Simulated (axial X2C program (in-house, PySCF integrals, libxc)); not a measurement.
Testing model relations on CaS⁻

A bond curve at the CCSD(T) level, 2c, was computed with an axial X2C code built on PySCF integrals (basis Ca dyall-acv3z [12s13p7d5f], S dyall-av3z [9s8p3d2f] (cores contracted in-house)) for the state Ω = 1/2 (⟨Sz⟩ = 0.50, ⟨Lz⟩ = 0.00 at HF). Its fit gives Re = 2.4817 Å, ωe = 386.1 cm⁻¹, ωexe = 1.45 cm⁻¹ and αe = 7.559e-04 cm⁻¹; the masses are 39.9626 and 31.9721 u. Two-component means X2C with spin–orbit coupling and atomic mean-field Coulomb and Gaunt terms.

Correlated methods: 9 electrons correlated (number of frozen shells: Ca 3 s, 2 p; S 2 s, 1 p), 281 virtual spin orbitals or spinors in MP2, 90 natural virtuals in coupled cluster.

Task: Find the reduced mass, Be and the force constant.

Result: From the CCSD(T) values: μ = 17.7618 u. Be = 16.8576/(μ Re²) = 0.1541 cm⁻¹. k = 5.8918×10⁻⁷ μ ωe² = 1.56 mdyn/Å.

Task: Estimate De from a Morse curve and compare with the computed well depth of 2.476 eV to Ca + S-.

Result: De(Morse) = ωe²/(4ωexe) = 3.187 eV against 2.476 eV computed, a ratio of 1.29. The extrapolation overshoots: the well softens faster than a Morse curve, or the lowest atomic limit lies below the one to which the curve heads.

Task: A Morse curve ties αe to the other constants (Pekeris). How well does that hold?

Result: αe(Morse) = 6Be²/ωe × (√(ωexe/Be) − 1) = 7.630e-04 cm⁻¹; the CCSD(T) curve gives 7.559e-04 cm⁻¹, a ratio of 1.01.

Task: Estimate the centrifugal constant by the Kratzer relation.

Result: D = 4Be³/ωe² = 9.82e-08 cm⁻¹.

Task: Where do the fundamental and the first overtone lie?

Result: ν(1←0) = ωe − 2ωexe = 383.2 cm⁻¹; ν(2←0) = 2ωe − 6ωexe = 763.5 cm⁻¹.

Occupations by symmetry block were frozen at the best pattern of an incomplete PBE0 search. Dissociation energies refer to the lowest single-determinant-based atoms at the same level and basis. CCSD and (T) use frozen natural virtuals with an MP2 correction for the truncation; (T) itself is uncorrected, so its De runs slightly low. The outer-core s and p shells of the metal are frozen in the correlated rows, which leaves out core–valence correlation; for alkali and alkaline-earth bonds that tends to lengthen them.
